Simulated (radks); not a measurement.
The numbers below are computed, except where a source is named.
Charge is removed step by step from the 2s1/2 level of neutral iron, starting from [Ar] 3d6 4s2. Code: a radial shooting solver on a logarithmic mesh with Libxc functionals. Model: Dirac Kohn-Sham, PBE, spin-unpolarised, spherical densities, point nucleus; open shells fill j = l - 1/2 first.

removed (e)  E - E(0) (eV)  eigenvalue (eV)  E minus straight line (eV)
0                    0.000          -819.40                       0.000
0.25                206.24          -830.61                      -4.348
0.5                 415.33          -842.16                      -5.850
0.75                627.35          -854.02                      -4.425
1                   842.37          -866.17                       0.000

Removing the whole electron costs 842.37 eV by Delta-SCF, against 819.40 eV from minus the eigenvalue at the starting occupation. Slater's transition state (half an electron removed) gives 842.16 eV. Integrating minus the eigenvalue over the occupation (Janak's theorem) gives 842.37 eV. The mean slope of the eigenvalue, de/dn, is 46.8 eV per electron.
